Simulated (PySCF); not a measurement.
C₂H₆B₂F₂.
Numbering: `[BH2:1][CH2:2][CH2:3][B:4]([F:5])[F:6]` (hydrogens: H7, H8 on B1; H9, H10 on C2; H11, H12 on C3)

Torsions of this conformer, `[BH2:1][CH2:2][CH2:3][B:4]([F:5])[F:6]`: B1–C2–C3–B4 -63°, C2–C3–B4–F5 171°.

The closed-shell ground state was solved at several levels (PySCF, density fitting, gas phase, non-relativistic). Isolated species at its GFN2-xTB geometry (one conformer only).

```csv
level,basis functions,HOMO (eV),LUMO (eV),gap (eV),dipole (D)
B3LYP/pcJ-1,222,-8.90,-1.73,7.17,1.95
PBE0/pcSseg-1,132,-9.11,-1.49,7.62,1.96
```

Q: What might wB97X-D/def2-SVPD (174 basis functions) give for the same quantities?

A: HOMO -11.03 eV, LUMO 0.45 eV, gap 11.48 eV, dipole 2.01 D.

Q: Over all these levels, which gives the widest orbital gap and which the narrowest?

A: wB97X-D/def2-SVPD (range-separated hybrid) has the widest, 11.48 eV, and B3LYP/pcJ-1 (global hybrid, 20 % exact exchange) the narrowest, 7.17 eV. Functional and basis both differ between the two, so the spread mixes both effects.

Q: How far do the dipole and the HOMO energy spread over the levels?

A: The dipole runs from 1.95 to 2.01 D (mean 1.97 D) and the HOMO from -11.03 to -8.90 eV.
